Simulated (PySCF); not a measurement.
Point groups of optimised structures. Method used: PBE0-D3(BJ)/def2-SVP geometry optimisation, gas phase, def2 core potentials past Kr in PySCF. The symmetry is that of the one conformer found, every atom within 0.08 Å of its image; none is proved a minimum here. Atoms past krypton carry def2 core potentials.

Question: What symmetry has `[F][Nb]([F])([F])=[S]` (NbSF3)?

Answer: C3v; prolate symmetric top; symmetry number 3; 6 operations, which sort the 5 atoms into 3 sets; dipole 1.04 D, along the axis; A, B, C = 2874, 2065, 2062 MHz.

Question: What symmetry has `[O:1]=[CH:2][N:3]1[CH2:4][CH2:5][O:6][CH2:7][CH2:8]1` with O1–C2–N3–C4 1°, C2–N3–C4–C5 127°, N3–C4–C5–O6 53°, C4–C5–O6–C7 -60°, C5–O6–C7–C8 60° (N-formylmorpholine)?

Answer: C1; asymmetric top; symmetry number 1; this conformer is chiral (no improper operation); dipole 2.81 D; A, B, C = 4252, 1566, 1256 MHz.

Question: What symmetry has `[CH3:1][S:2][GeH2:3][O:4][GeH3:5]` with C1–S2–Ge3–O4 66°, S2–Ge3–O4–Ge5 41°?

Answer: C1; asymmetric top; symmetry number 1; this conformer is chiral (no improper operation); dipole 0.77 D.

Question: What symmetry has `[OH:1][BH:2][F:3]` with H–O1–B2–F3 180°?

Answer: Cs; near-prolate asymmetric top; symmetry number 1; 2 operations, which sort the 5 atoms into 5 sets; dipole 2.48 D, in the ab plane, which is the mirror; A, B, C = 71442, 10298, 9000 MHz; heavy atoms equivalent by symmetry: none.

Question: What symmetry has `[CH3:1][CH:2]=[C:3]1[CH2:4][CH2:5]1` with H–C1–C2–C3 0° (nearest H)?

Answer: Cs; near-prolate asymmetric top; symmetry number 1; 2 operations, which sort the 13 atoms into 10 sets; dipole 0.13 D, in the ab plane, which is the mirror.

Question: `[CH:1]1=[CH:2][c:3]2[cH:4][cH:5][cH:6][cH:7][c:8]2[SiH2:9]1`: symmetry, top, dipole?

Answer: Cs; asymmetric top; symmetry number 1; 2 operations, which sort the 17 atoms into 16 sets; dipole 0.65 D, in the ab plane, which is the mirror; A, B, C = 3005, 1226, 879.6 MHz; heavy atoms equivalent by symmetry: none.

Question: `[CH2:1]=[CH:2][C:3](=[CH2:4])[CH3:5]` with C1–C2–C3–C4 180°, H–C5–C3–C2 -59° (nearest H): symmetry, top, dipole?

Answer: Cs; asymmetric top; symmetry number 1; 2 operations, which sort the 13 atoms into 12 sets; dipole 0.28 D, in the ab plane, which is the mirror; A, B, C = 8560, 4171, 2854 MHz.
